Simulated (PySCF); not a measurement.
```xyz
4
charge 1 multiplicity 5, angstrom
Os    0.0000    0.0000   -0.0138
H     0.0000    0.0000    1.5690
H     1.5729    0.0000    0.5393
H    -1.5729    0.0000    0.5393
```

Level of theory: UPBE0/[Os def2-TZVP with ECP60, H def2-TZVP], scalar-relativistic core potentials, density fitting, no spin–orbit coupling, PySCF.

This geometry of [OsH3]+ is a stationary point at this level.

(1) What is the point group?

(2) Is it a minimum?

(3) Which band is strongest in the infrared?

(4) What are the dipole moment and the gap between the highest occupied and lowest empty levels of either spin?

(5) Give the ideal-gas entropy at 298.15 K and 1 bar by parts.

## Answers

(1) C2v.

(2) Yes: all harmonic wavenumbers are real.

(3) 596 cm⁻¹ (b2), 93 km/mol.

(4) 0.69 D about the centre of mass and 2.17 eV.

(5) translation 174.6, rotation 62.8, vibration 7.7, spin 13.4; total 258.5 J/(mol K).

Other isomers or separated fragments may lie lower. Other spin states or occupations of the open shell can lie lower. At this level a triplet minimum of Cs symmetry lies 147 kJ/mol below this structure. With an element this heavy the missing spin–orbit coupling can shift these numbers.
